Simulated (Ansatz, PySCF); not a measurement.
Reaction (SMILES): Cl[SiH2][SiH2]Cl [chloro(chlorosilyl)silane] -> 2 [SiH2]Cl (SiH2Cl) (the Si-Si bond breaks)

Wanted: bond dissociation energy (enthalpy at 298 K), in kcal/mol. Terms: non-relativistic; 6-311+G** with 5d, 6d on Na to Ar in Ansatz (a program for electronic structure); no spin-orbit coupling; frozen cores in correlated levels; 6-31G* and kin with 6d, 5d where marked; dispersion terms only where a functional's name holds one; open shells spin-unrestricted. CBS(X,Y): correlation extrapolated as X^-3; Hartree-Fock from the larger set. Ab initio and DFT rows: single points at B3LYP-D3(BJ) geometries (Ansatz), with unscaled harmonic terms from B3LYP/6-31G* (Ansatz) at its own minima.

Coupled cluster (Ansatz) is a level with limits of its own, used here on species with T1 under 0.025 (0.045 for open shells) and stable references: CCSD(T)/CBS(cc-pV(T+d)Z,cc-pV(Q+d)Z).

Value to compare with, CCSD(T)/CBS(cc-pV(T+d)Z,cc-pV(Q+d)Z) (Ansatz): 76.8 kcal/mol.

```
level               program  bond dissociation energy (enthalpy at 298 K) (kcal/mol)  difference
------------------  -------  -------------------------------------------------------  ----------
HF/3-21G             Ansatz                                                     48.8       -28.0
HF/6-311+G**         Ansatz                                                     55.3       -21.5
PBE/STO-3G           Ansatz                                                    100.7        23.9
BP86/6-31G* (5d)      PySCF                                                     68.8        -8.0
B3LYP/6-31G*         Ansatz                                                     69.0        -7.8
B3LYP/cc-pVDZ        Ansatz                                                     67.0        -9.8
MP2/STO-3G           Ansatz                                                     91.4        14.6
wB97X-V/def2-TZVPD   Ansatz                                                     77.3         0.5
```

Among the 7 habitual levels, HF/3-21G lies farthest from CCSD(T)/CBS(cc-pV(T+d)Z,cc-pV(Q+d)Z) (Ansatz) (-28.0 kcal/mol); 2 of 7 lie above it, and their mean absolute difference is 16.2 kcal/mol, the median 14.6. One case shows no general order.

The levels are drawn from those run, B3LYP/6-31G* more often than the rest, none by its result; left out are runs that failed, that the program found above a lower state of the same kind, or whose <S^2> lies over 0.5 above the pure value.
